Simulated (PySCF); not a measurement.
Z-matrix (Å, degrees):
```
C
H 1 1.0932
H 1 1.0934 2 109.74
N 1 1.4931 2 112.57 3 126.81
H 4 1.0148 1 115.92 2 -119.16
C 4 1.4165 5 116.97 1 100.17
C 6 1.3393 4 96.96 5 -121.98
H 7 1.0784 6 135.72 4 -167.40
H 6 1.0839 7 136.88 8 8.43
```
Charge 0, spin multiplicity 1.

### Question
What HOMO–LUMO gap, S1 oscillator strength and dipole moment does PBE0-D4/def2-TZVP in PySCF give?

### Answer

| Quantity | Result |
|---|---|
| HOMO–LUMO gap | 6.88 eV |
| S1 oscillator strength | 0.015 |
| dipole moment | 1.07 D |
